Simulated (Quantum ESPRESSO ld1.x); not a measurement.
All-electron atom: Ti2+ in [Ar] 3d0.5 4s1.5 (fractional occupations, a model configuration). All-electron calculation, scalar-relativistic Kohn-Sham, LDA (Slater exchange, Perdew-Zunger correlation), spin-polarised, spherical densities, point nucleus; open shells are filled with parallel spins first. Program: ld1.x of Quantum ESPRESSO 7.5.

Normalised radial functions P(r) = r R(r), r in bohr:

```
   r/bohr * 3s down, o 4s down (the largest magnitude, 1.12, reaches the edge; | marks zero, & curves that meet)
 0.004996                             |o *
 0.007394                             |o  *
  0.01103                             | o  *
  0.01633                             | o   *
  0.02416                             |  o   *
  0.03576                             |  o    *
  0.05292                             |  o   *
  0.07831                             |o *
   0.1159                        *  o |
   0.1729                 *      o    |
   0.2559               *        o    |
   0.3787                          *  o
   0.5604                             |     o         *
   0.8294                             |       o                  *
    1.227                            o|                    *
    1.817                o            |       *
     2.71             o               |*
    4.011                    o        *
    5.936                           o *
    8.784                             &
```

3s down: eigenvalue -87.560 eV, 2 radial nodes at r = 0.0915, 0.401 bohr, <r> = 0.990 bohr, 90 % of the charge inside 1.48 bohr. 4s down: eigenvalue -19.975 eV, 3 radial nodes at r = 0.0911, 0.388, 1.20 bohr, <r> = 2.73 bohr, 90 % of the charge inside 3.97 bohr.
